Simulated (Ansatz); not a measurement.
`C=C[Se][SiH2]C`, relaxed with RKS PBE0-D4/def2-TZVP in Ansatz 0.2.0 from a GFN2-xTB geometry. The force threshold is 0.005 eV/Å; the program also tests the step.

Total charge 0; spin multiplicity 1.

Start:

```xyz
13

C    -1.983    1.694    0.019
C    -1.189    1.713    1.075
Se    0.313    0.606    1.406
Si    0.408   -0.702   -0.476
C     1.948   -1.778   -0.249
H    -2.810    2.380   -0.057
H    -1.849    1.008   -0.799
H    -1.343    2.409    1.888
H    -0.814   -1.508   -0.556
H     0.525    0.171   -1.647
H     1.866   -2.396    0.642
H     2.090   -2.433   -1.102
H     2.840   -1.165   -0.143
```

Question: How much energy does the relaxation release, and in how many steps? (An estimate is asked.)

Answer: The calculation gave: 3.10 kJ/mol, in 10 steps, 1 of them rejected.

Question: Which bonds change most? (An estimate is asked.)

Answer: Ansatz gave: Si4–C5 from 1.893 to 1.866 Å; Si4–H10 from 1.465 to 1.488 Å; Si4–H9 from 1.466 to 1.488 Å; Se3–Si4 from 2.293 to 2.282 Å.

Question: Give the relaxed structure. (An estimate is asked.)

Answer: The calculation gave: 
```xyz
13

C    -1.969    1.649    0.008
C    -1.173    1.693    1.067
Se    0.368    0.647    1.436
Si    0.439   -0.657   -0.436
C     1.924   -1.770   -0.244
H    -2.819    2.319   -0.056
H    -1.823    0.966   -0.821
H    -1.362    2.396    1.872
H    -0.820   -1.441   -0.550
H     0.553    0.203   -1.644
H     1.829   -2.397    0.644
H     2.013   -2.423   -1.116
H     2.841   -1.185   -0.160
```
